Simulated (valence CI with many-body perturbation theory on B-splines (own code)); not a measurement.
**E1 transitions of Hg⁸⁺**

Computed by configuration interaction combined with many-body perturbation theory (CI+MBPT): four valence electrons over a frozen Dirac-Fock core [Xe] 4f14, radial functions for each j: 7 s, 7 p, 8 d, 6 f, 4 g, 1 h, with the one-electron correlation potential Σ1, the two-electron term Σ2, the three-electron term Σ3, Breit, model QED; selected CI, second order for the rest, scaled by the run's own slope (own B-spline code, finite nucleus).

No measured levels were compared; by estimate terms of the open shell hold to 2 to 4 % of their energy, and close levels can change places; different configurations can be misplaced against each other by 1,000 to 8,000 cm⁻¹. The list stops below the first excitations out of the core.

Lines 1 to 50 of 123 in falling wavelength, among levels below 356660 cm⁻¹, chosen from the strongest by gf and those to the six lowest levels. Wavelengths and rates use the calculated energies, so an error of 2000 cm⁻¹ moves a line at 21280 Å by 43 % and its rate by three times that or more. Electric multipoles are in the length gauge, E1 and E2 with the static RPA response of the core. Weak lines are less certain than strong ones. Lines between different terms over intervals too small for the method are left out, as are lines whose strength nearly cancels. Where a level lies close to another of its J and parity, the split of strength between their lines is uncertain. The highest levels of a list are the least certain.

Levels are named by their leading jj configuration (3d3/2^4 stands for four electrons in 3d with j = 3/2), which in mixed levels can hold well under half, so a name can repeat and another be missing. Letters in brackets count levels of one name in rising energy.

```csv
λ vac (Å),Upper,Lower,A (s⁻¹),S (a.u.)
21280,(5d3/2^3 6p1/2) J=1,(5d5/2^3 6s) J=2 [b],1.29e+00,1.84e-05
18780,(5d3/2^3 6p1/2) J=2,(5d5/2^3 6s) J=3,4.12e-02,6.74e-07
11430,(5d3/2^3 6p1/2) J=2,(5d3/2 5d5/2^2 6s) J=2 [e],1.67e-01,6.14e-07
9820,(5d3/2^3 6p1/2) J=2,(5d3/2 5d5/2^2 6s) J=1 [c],2.32e+01,5.42e-05
7220,(5d3/2^3 6p1/2) J=1,(5d3/2 5d5/2^2 6s) J=2 [e],8.31e+01,4.63e-05
6544,(5d3/2^3 6p1/2) J=1,(5d3/2 5d5/2^2 6s) J=1 [c],2.63e+01,1.09e-05
6439,(5d3/2^2 5d5/2 6p1/2) J=3,(5d5/2^3 6s) J=2 [b],1.32e+02,1.22e-04
4705,(5d3/2^2 5d5/2 6p1/2) J=3,(5d5/2^3 6s) J=3,8.37e+01,3.01e-05
4052,(5d3/2^2 5d5/2 6p1/2) J=3,(5d3/2 5d5/2^2 6s) J=2 [e],1.71e+03,3.94e-04
3894,(5d3/2^3 6p1/2) J=2,(5d5/2^3 6s) J=1,7.42e+02,1.08e-04
3437,(5d3/2^3 6p1/2) J=2,(5d5/2^3 6s) J=2 [a],5.05e+01,5.06e-06
3249,(5d3/2^3 6p1/2) J=1,(5d5/2^3 6s) J=1,2.16e+03,1.10e-04
3137,(5d3/2^3 6p1/2) J=2,(5d3/2 5d5/2^2 6s) J=3 [e],1.52e+04,1.16e-03
2925,(5d3/2^3 6p1/2) J=1,(5d5/2^3 6s) J=2 [a],2.89e+02,1.07e-05
2652,(5d3/2^3 6p1/2) J=2,(5d3/2 5d5/2^2 6s) J=2 [d],2.18e+04,1.00e-03
2489,(5d3/2^3 6p1/2) J=2,(5d3/2 5d5/2^2 6s) J=2 [c],3.74e+04,1.42e-03
2458,(5d3/2^3 6p1/2) J=2,(5d3/2 5d5/2^2 6s) J=3 [d],4.03e+03,1.48e-04
2336,(5d3/2^3 6p1/2) J=1,(5d3/2 5d5/2^2 6s) J=2 [d],6.74e+04,1.27e-03
2259,(5d3/2^3 6p1/2) J=2,(5d3/2 5d5/2^2 6s) J=3 [c],2.21e+01,6.28e-07
2221,(5d3/2^2 5d5/2 6p1/2) J=3,(5d5/2^3 6s) J=2 [a],1.39e+04,5.26e-04
2209,(5d3/2^3 6p1/2) J=1,(5d3/2 5d5/2^2 6s) J=2 [c],1.90e+04,3.04e-04
2175,(5d3/2^2 5d5/2 6p1/2) J=3,(5d5/2^3 6s) J=4,4.16e+03,1.48e-04
2097,(5d3/2^3 6p1/2) J=2,(5d3/2 5d5/2^2 6s) J=1 [b],1.00e+02,2.28e-06
2092,(5d3/2^2 5d5/2 6p1/2) J=3,(5d3/2 5d5/2^2 6s) J=3 [e],1.01e+05,3.20e-03
1969,(5d3/2^3 6p1/2) J=2,(5d3/2 5d5/2^2 6s) J=2 [b],7.87e+04,1.48e-03
1959,(5d3/2^3 6p1/2) J=1,(5d3/2 5d5/2^2 6s) J=0,1.61e+05,1.79e-03
1907,(5d3/2^3 6p1/2) J=2,(5d3/2 5d5/2^2 6s) J=1 [a],3.84e+03,6.57e-05
1895,(5d3/2^3 6p1/2) J=1,(5d3/2 5d5/2^2 6s) J=1 [b],3.49e+05,3.52e-03
1864,(5d3/2^2 5d5/2 6p1/2) J=3,(5d3/2 5d5/2^2 6s) J=2 [d],2.90e+03,6.50e-05
1851,(5d3/2^2 5d5/2 6p1/2) J=3,(5d3/2 5d5/2^2 6s) J=4 [c],5.16e+02,1.13e-05
1830,(5d3/2^3 6p1/2) J=2,(5d3/2 5d5/2^2 6s) J=2 [a],5.46e+04,8.26e-04
1790,(5d3/2^3 6p1/2) J=1,(5d3/2 5d5/2^2 6s) J=2 [b],2.25e+04,1.91e-04
1782,(5d3/2^2 5d5/2 6p1/2) J=3,(5d3/2 5d5/2^2 6s) J=2 [c],1.40e+05,2.75e-03
1766,(5d3/2^2 5d5/2 6p1/2) J=3,(5d3/2 5d5/2^2 6s) J=3 [d],2.30e+05,4.38e-03
1738,(5d3/2^3 6p1/2) J=1,(5d3/2 5d5/2^2 6s) J=1 [a],1.03e+04,8.03e-05
1701,(5d3/2^3 6p1/2) J=2,(5d3/2 5d5/2^2 6s) J=3 [b],2.32e+04,2.81e-04
1674,(5d3/2^3 6p1/2) J=1,(5d3/2 5d5/2^2 6s) J=2 [a],3.40e+05,2.36e-03
1661,(5d3/2^2 5d5/2 6p1/2) J=3,(5d3/2 5d5/2^2 6s) J=3 [c],2.69e+03,4.26e-05
1547,(5d3/2^3 6p1/2) J=2,(5d3/2 5d5/2^2 6s) J=3 [a],1.92e+04,1.76e-04
1499,(5d3/2^2 5d5/2 6p1/2) J=3,(5d3/2 5d5/2^2 6s) J=2 [b],4.73e+05,5.51e-03
1433,(5d3/2^2 5d5/2 6p1/2) J=3,(5d3/2 5d5/2^2 6s) J=4 [b],1.33e+05,1.35e-03
1417,(5d3/2^2 5d5/2 6p1/2) J=3,(5d3/2 5d5/2^2 6s) J=2 [a],1.39e+06,1.36e-02
1408,(5d3/2^3 6p1/2) J=2,(5d3/2^2 5d5/2 6s) J=1 [b],6.09e+06,4.19e-02
1356,(5d3/2^3 6p1/2) J=1,(5d3/2^2 5d5/2 6s) J=0,9.43e+06,3.48e-02
1346,(5d3/2^3 6p1/2) J=2,(5d3/2^2 5d5/2 6s) J=3 [b],1.97e+06,1.19e-02
1338,(5d3/2^2 5d5/2 6p1/2) J=3,(5d3/2 5d5/2^2 6s) J=3 [b],5.42e+06,4.49e-02
1313,(5d3/2^3 6p1/2) J=1,(5d3/2^2 5d5/2 6s) J=1 [b],1.79e+06,5.99e-03
1300,(5d3/2^2 5d5/2 6p1/2) J=3,(5d3/2 5d5/2^2 6s) J=4 [a],2.10e+06,1.59e-02
1270,(5d3/2^3 6p1/2) J=2,(5d3/2^2 5d5/2 6s) J=2 [b],1.04e+07,5.26e-02
1253,(5d3/2^3 6p1/2) J=2,(5d3/2^2 5d5/2 6s) J=1 [a],1.67e+06,8.08e-03
```
